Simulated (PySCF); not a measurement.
Isomers of C4H9ClSSi.

All values: B3LYP/def2-SVPD (PySCF) at GFN2-xTB geometries, gas phase, one conformer each. Core orbitals are frozen in the response; Δα² is half the sum of the squared differences of the principal polarisabilities.

Question: Rank by HOMO energy, highest first.
A. `[CH3:1][C@@H:2]1[CH2:3][S:4][Si@@H:5]([Cl:6])[CH2:7]1` with C1–C2–C3–S4 -71°, C2–C3–S4–Si5 -31°, C3–S4–Si5–Cl6 -113°, S4–Si5–C7–C2 21°
B. `[CH2:1]=[CH:2][CH2:3][CH2:4][S:5][SiH2:6][Cl:7]` with C1–C2–C3–C4 122°, C2–C3–C4–S5 176°, C3–C4–S5–Si6 71°, C4–S5–Si6–Cl7 37°
C. `[CH3:1]/[CH:2]=[C:3](\[Cl:4])[S:5][CH2:6][SiH3:7]` with C2–C3–S5–C6 140°, C3–S5–C6–Si7 -177°
D. `[CH3:1]/[CH:2]=[C:3](/[Cl:4])[S:5][CH2:6][SiH3:7]` with C2–C3–S5–C6 170°, C3–S5–C6–Si7 -59°

Answer: D (-5.94 eV), C (-6.21 eV), A (-6.69 eV), B (-6.84 eV).

Question: Rank by mean static polarisability, highest first.
A. `[CH2:1]=[CH:2][CH2:3][CH2:4][S:5][SiH2:6][Cl:7]` with C1–C2–C3–C4 122°, C2–C3–C4–S5 176°, C3–C4–S5–Si6 71°, C4–S5–Si6–Cl7 37°
B. `[CH3:1][S:2][C@H:3]1[CH2:4][Si@H:5]([Cl:6])[CH2:7]1` with C1–S2–C3–C4 -58°
C. `[CH3:1][S:2][Si:3]1([Cl:4])[CH2:5][CH2:6][CH2:7]1` with C1–S2–Si3–Cl4 37°
D. `[CH3:1]/[CH:2]=[C:3](\[Cl:4])[S:5][CH2:6][SiH3:7]` with C2–C3–S5–C6 140°, C3–S5–C6–Si7 -177°
E. `[CH3:1][C@@H:2]1[CH2:3][S:4][Si@@H:5]([Cl:6])[CH2:7]1` with C1–C2–C3–S4 -71°, C2–C3–S4–Si5 -31°, C3–S4–Si5–Cl6 -113°, S4–Si5–C7–C2 21°
F. `[CH3:1]/[CH:2]=[C:3](/[Cl:4])[S:5][CH2:6][SiH3:7]` with C2–C3–S5–C6 170°, C3–S5–C6–Si7 -59°

Answer: D (17.29 Å³), F (16.80 Å³), A (16.24 Å³), C (15.89 Å³), B (15.65 Å³), E (15.34 Å³).

All values together:

```tsv
SMILES	μ (D)	HOMO (eV)	LUMO (eV)	α (Å³)	Δα (Å³)
C=CSCC[SiH2]Cl	1.54	-6.14	-0.17	16.24	5.38
C[C@@H]1CS[Si@@H](Cl)C1	2.81	-6.69	-0.22	15.34	3.87
CS[Si]1(Cl)CCC1	0.91	-6.72	-0.44	15.89	4.90
CS[C@H]1C[Si@H](Cl)C1	0.90	-6.13	-0.07	15.65	5.56
C=CCCS[SiH2]Cl	0.99	-6.84	-0.70	16.24	5.03
Cl[SiH]1CCSCC1	0.69	-6.24	0.14	15.27	2.71
CCC(=S)C[SiH2]Cl	2.32	-6.17	-2.27	16.40	6.37
C/C=C(\Cl)SC[SiH3]	1.12	-6.21	-0.56	17.29	9.76
C[C@@H]1CS[Si@H](Cl)C1	2.85	-6.70	-0.28	15.56	4.50
CS[C@H]1C[Si@@H](Cl)C1	1.16	-6.10	-0.11	15.62	4.17
C/C=C(/Cl)SC[SiH3]	0.38	-5.94	-0.49	16.80	7.58
```

Conformers: `[CH2:1]=[CH:2][S:3][CH2:4][CH2:5][SiH2:6][Cl:7]` with C1–C2–S3–C4 4°, C2–S3–C4–C5 170°, S3–C4–C5–Si6 -63°, C4–C5–Si6–Cl7 -50°; `[CH3:1][C@@H:2]1[CH2:3][S:4][Si@@H:5]([Cl:6])[CH2:7]1` with C1–C2–C3–S4 -71°, C2–C3–S4–Si5 -31°, C3–S4–Si5–Cl6 -113°, S4–Si5–C7–C2 21°; `[CH3:1][S:2][Si:3]1([Cl:4])[CH2:5][CH2:6][CH2:7]1` with C1–S2–Si3–Cl4 37°; `[CH3:1][S:2][C@H:3]1[CH2:4][Si@H:5]([Cl:6])[CH2:7]1` with C1–S2–C3–C4 -58°; `[CH2:1]=[CH:2][CH2:3][CH2:4][S:5][SiH2:6][Cl:7]` with C1–C2–C3–C4 122°, C2–C3–C4–S5 176°, C3–C4–S5–Si6 71°, C4–S5–Si6–Cl7 37°; `[Cl:1][SiH:2]1[CH2:3][CH2:4][S:5][CH2:6][CH2:7]1` with Cl1–Si2–C3–C4 74°, Si2–C3–C4–S5 62°, C3–C4–S5–C6 -71°, C4–S5–C6–C7 71°; `[CH3:1][CH2:2][C:3](=[S:4])[CH2:5][SiH2:6][Cl:7]` with C1–C2–C3–S4 -10°, C2–C3–C5–Si6 -94°, C3–C5–Si6–Cl7 176°; `[CH3:1]/[CH:2]=[C:3](\[Cl:4])[S:5][CH2:6][SiH3:7]` with C2–C3–S5–C6 140°, C3–S5–C6–Si7 -177°; `[CH3:1][C@@H:2]1[CH2:3][S:4][Si@H:5]([Cl:6])[CH2:7]1` with C1–C2–C3–S4 -176°, C2–C3–S4–Si5 33°, C3–S4–Si5–Cl6 112°, S4–Si5–C7–C2 -20°; `[CH3:1][S:2][C@H:3]1[CH2:4][Si@@H:5]([Cl:6])[CH2:7]1` with C1–S2–C3–C4 -61°; `[CH3:1]/[CH:2]=[C:3](/[Cl:4])[S:5][CH2:6][SiH3:7]` with C2–C3–S5–C6 170°, C3–S5–C6–Si7 -59°.
